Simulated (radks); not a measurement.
Q: These are the eigenvalues of the occupied orbitals of an atom or ion with whole-number occupations (eV). All-electron calculation, scalar-relativistic Kohn-Sham, r2SCAN, spin-polarised, spherical densities, finite nucleus; meta-GGA in the generalised Kohn-Sham scheme; Fermi nuclear charge, rms radius of each element as measured or else 0.836 A^(1/3) + 0.57 fm. Program: a radial shooting solver on a logarithmic mesh with Libxc functionals.

| orbital | eigenvalue |
|---|---|
| 1s up | -85215.65 |
| 1s down | -85215.65 |
| 2s up | -16760.10 |
| 2s down | -16756.25 |
| 2p up | -14726.05 |
| 2p down | -14722.96 |
| 3s up | -5435.641 |
| 3s down | -5434.604 |
| 3p up | -4842.905 |
| 3p down | -4841.515 |
| 3d up | -4233.367 |
| 3d down | -4230.544 |
| 4s up | -2472.413 |
| 4s down | -2463.141 |
| 4p up | -2253.173 |
| 4p down | -2244.027 |
| 4d up | -2010.860 |

Which element is it, and in what charge state? The configuration may be excited. Open shells, if any, are filled with parallel spins first.

A: Z = 80, mercury, charge +42: Hg42+ in [Kr] 4d2. The list shows which subshells hold electrons but not how many an open one holds; the 1s level, -3131.6 hartree, gives Z - s = 79.1 by -(Z - s)^2/2, which with screening and relativity narrows Z to a few neighbours, and the depths of the outer levels then fix element, charge and occupations together.
